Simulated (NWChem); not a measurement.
Species: C2H4BF3; SMILES FCB(F)CF

```xyz
10

F     -0.6377    -2.2223     0.0000
C     -0.8570    -0.8686     0.0000
B      0.4601    -0.0153     0.0000
F      1.6479    -0.5996     0.0000
C      0.4170     1.5583     0.0000
F     -0.8767     2.0366     0.0000
H     -1.4708    -0.5840     0.8775
H     -1.4708    -0.5840    -0.8775
H      0.9547     1.9542    -0.8833
H      0.9547     1.9542     0.8833
```
Atoms are numbered in this order, from 1.

Computed with NWChem. Pople sets run with spherical d functions. Coordinates come from a PBE0/def2-SVP optimisation. Static field.

For level LDA (Slater exchange, VWN5)/6-31+G*:

| Quantity | Result |
|---|---|
| isotropic polarisability (bohr³) | 39.9 |
| anisotropy (bohr³) | 10.4 |

Problem. What are these values for level BHandHLYP/6-31+G*?

Solution. The isotropic polarisability (bohr³) is 35.6 and the anisotropy (bohr³) is 7.1.
